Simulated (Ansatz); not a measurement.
A run of Ansatz (development build ahead of 0.2.0) on singlet B₃N₃H₆ at this shape:

```xyz
12

B     1.5614    0.0000    0.0000
N     0.7602    1.3167    0.0000
B    -0.7807    1.3522    0.0000
N    -1.5204    0.0000    0.0000
B    -0.7807   -1.3522    0.0000
N     0.7602   -1.3167    0.0000
H     2.8681    0.0000    0.0000
H     1.3063    2.2626    0.0000
H    -1.4340    2.4838    0.0000
H    -2.6127    0.0000    0.0000
H    -1.4340   -2.4838    0.0000
H     1.3063   -2.2626    0.0000
```

Its results:

* Converged: yes
* Reference energy: -241.08596 hartree
* Correlation energy: -0.75642 hartree
* Total energy: -241.84238 hartree
* Spin squared of the determinant: 0.000

**Question.** Which input gives this output? Name the method, the orbitals and the basis set, and write the input.

**Answer.** RHF-MP2 in cc-pVDZ. An unrestricted run that stays on the closed shell gives the same numbers.

```yaml
crystal:
  periodic: [false, false, false]
  atoms:
    - { symbol: B, position_ang: [1.56139, 0.0, 0.0] }
    - { symbol: "N", position_ang: [0.76019, 1.31669, 0.0] }
    - { symbol: B, position_ang: [-0.7807, 1.35221, 0.0] }
    - { symbol: "N", position_ang: [-1.52038, 0.0, 0.0] }
    - { symbol: B, position_ang: [-0.7807, -1.35221, 0.0] }
    - { symbol: "N", position_ang: [0.76019, -1.31669, 0.0] }
    - { symbol: H, position_ang: [2.86806, 0.0, 0.0] }
    - { symbol: H, position_ang: [1.30634, 2.26264, 0.0] }
    - { symbol: H, position_ang: [-1.43403, 2.48381, 0.0] }
    - { symbol: H, position_ang: [-2.61267, 0.0, 0.0] }
    - { symbol: H, position_ang: [-1.43403, -2.48381, 0.0] }
    - { symbol: H, position_ang: [1.30634, -2.26264, 0.0] }
basis:
  gaussian: { orbitals: cc-pVDZ }
hamiltonian:
  xc: hf
correlation:
  method: mp2
  frozen_orbitals: { B: 1, H: 0, "N": 1 }
```

Caution: no unrestricted run beside it, a lower state can exist.
